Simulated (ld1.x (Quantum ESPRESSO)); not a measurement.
## What one change does to a pseudopotential (Pb, PAW)

ld1.x (Quantum ESPRESSO) 7.5 input, shortened:

```
&input
   title='Pb', zed=82., rel=1, dft='PBE', iswitch=3,
   config='[Xe] 4f14 5d10 6s2 6p0.5'
 /
 &inputp
   pseudotype=3, lpaw=.true., tm=.true., lloc=-2, rcloc=2.20,
   nlcc=.true., new_core_ps=.true.,
   which_augfun='PSQ', rmatch_augfun_nc=.true.
 /
6
6S  1  0   2.00   0.00  1.95  2.15  0.0
6S  1  0   0.00   1.05  1.95  2.15  0.0
6P  2  1   0.50   0.00  1.95  2.70  0.0
6P  2  1   0.00  -0.40  1.95  2.70  0.0
5D  3  2  10.00   0.00  1.65  2.15  0.0
5D  3  2   0.00  -1.85  1.65  2.15  0.0
 &test
   configts(1)='5d10 6s2 6p0.5'
 /
```

All-electron outer shells of the reference configuration (PBE, scalar-relativistic, ld1.x):

```json
{"shell": "5p", "level (eV)": "-97.93", "outermost node (bohr)": "0.49", "outermost maximum (bohr)": "0.88"}
{"shell": "5d", "level (eV)": "-33.21", "outermost node (bohr)": "0.52", "outermost maximum (bohr)": "1.07"}
{"shell": "6s", "level (eV)": "-23.23", "outermost node (bohr)": "1.01", "outermost maximum (bohr)": "1.93"}
{"shell": "6p", "level (eV)": "-13.42", "outermost node (bohr)": "1.18", "outermost maximum (bohr)": "2.47"}
```

Change: waves 6p (bound): rcut 1.95, rcutus 4.02 bohr; 6p channel at -0.4 Ry: rcut 1.95, rcutus 4.02 bohr.

Cutoffs: the cutoffs (Ry, on a coarse ladder) from which the occupation-weighted sum of valence levels, in a spherical-Bessel basis at the reference potential, stays within 10 and 1 mRy of its value at 400 Ry; they do not see the model core or the augmentation charge, which bear on the density cutoff. Errors are all-electron minus pseudo energies relative to the spin-unpolarised reference configuration.

Q: Predict the effect on cutoff, ghosts and configuration errors.

A: The potential gets neither clearly harder nor softer (25 Ry and 40 Ry → 25 Ry and 40 Ry); of the 7 tests that both files solve, the error grows in 3 and shrinks in 0 by more than 15 % and 0.3 meV (median size 4.7 → 6.2 meV); neither file shows a bound ghost. More of the atom is replaced by a form fitted at one configuration, so other configurations suffer.

```csv
quantity,base,changed
"cutoff, loose",25 Ry,25 Ry
"cutoff, tight",40 Ry,40 Ry
bound ghosts,none,none
"error for 5d10 6s2 6p2, meV [ΔE -12.38 eV]",+5.7,+8.7
"error for 5d10 6s2 6p1, meV [ΔE -5.81 eV]",+2.8,+3.1
"error for 5d10 6s2 6p0, meV [ΔE 7.64 eV]",-3.8,-3.7
"error for 5d10 6s0 6p0, meV [ΔE 82.75 eV]",-55,-55
"error for 5d10 6s2 6p1.5, meV [ΔE -9.89 eV]",+4.7,+6.2
"error for 5d10 6s1 6p0, meV [ΔE 40.05 eV]",-20,-20
"error for 5d10 6s0 6p4, meV [ΔE 5.45 eV]",+0.1,-0.4
lowest overlap eigenvalue by channel,"s 0.45, p 0.54, d 0.40","s 0.45, p 0.05, d 0.40"
```
